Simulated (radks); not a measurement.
The numbers below are computed, except where a source is named.
Code: a radial shooting solver on a logarithmic mesh with Libxc functionals. Model: scalar-relativistic Kohn-Sham, LDA (Slater exchange, Perdew-Wang correlation), spin-polarised, spherical densities, finite nucleus; open shells are filled with parallel spins first (spin-orbit coupling, left out, can overturn this in heavy ions); Fermi nuclear charge, rms radius of each element as measured or else 0.836 A^(1/3) + 0.57 fm. Response by self-consistent Sternheimer equations with the Hartree and adiabatic LDA kernel, the relativistic mass of each level held fixed and spin-orbit coupling left out. For heavy and open-shell atoms this level of theory can miss by tens of per cent. Rank Ag, Ag+, Ag5+, Ag2+, Ag3+, Ag6+, Ag4+ (NIST ground configurations) by static dipole polarisability, largest first.

Answer. Ag 44.75, Ag+ 10.74, Ag2+ 6.280, Ag3+ 4.164, Ag4+ 2.972, Ag5+ 2.229, Ag6+ 1.733 bohr^3.
